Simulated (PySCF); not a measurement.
Electron correlation in As (arsenic, neutral)

[Ar] 3d10 4s2 4p3, high-spin 4S determinant. Computed with PySCF 2.14 in 6-31G* (5s4p3d, 32 functions), with no relativity, point nucleus. Frozen: [Ar] 3d10; 5 electrons correlated.

MP2 pair energies summed by pair of shells (mhartree):

```tsv
pair	energy	share (%)
4s-4p	-34.58	64.7
4p-4p	-11.86	22.2
4s-4s	-7.01	13.1
```

Total MP2 correlation energy: -53.45 mhartree.

Same-spin part -14.07 and opposite-spin part -39.38 mhartree; SCS-MP2 scales them by 1/3 and 6/5 to -51.95 mhartree.

```csv
level,correlation energy (mhartree)
CCSD,-68.01
(T),-0.81
CCSD(T),-68.82
```

Diagnostics: T1 = 0.0024, D1 = 0.0062, largest double amplitude 0.056.

Problem. Is a single reference adequate?

Solution. Yes, within this model without spin-orbit coupling: T1 lies below 0.03 and no double amplitude reaches 0.07.
